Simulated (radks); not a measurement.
Values are calculated unless marked as measured or tabulated.
Task: Level of theory: non-relativistic Kohn-Sham, LB94 model potential, spin-polarised, spherical densities, point nucleus; open shells are filled with parallel spins first (spin-orbit coupling, left out, can overturn this in heavy ions) (a radial shooting solver on a logarithmic mesh with Libxc functionals). Response by self-consistent Sternheimer equations with the Hartree and adiabatic LDA kernel. Rank Zn+, Kr2+, Se3+, Cd+, Ga (NIST ground configurations) by static dipole polarisability, largest first.

Result: Ga 42.90, Cd+ 20.40, Zn+ 14.34, Kr2+ 7.480, Se3+ 6.246 bohr^3.
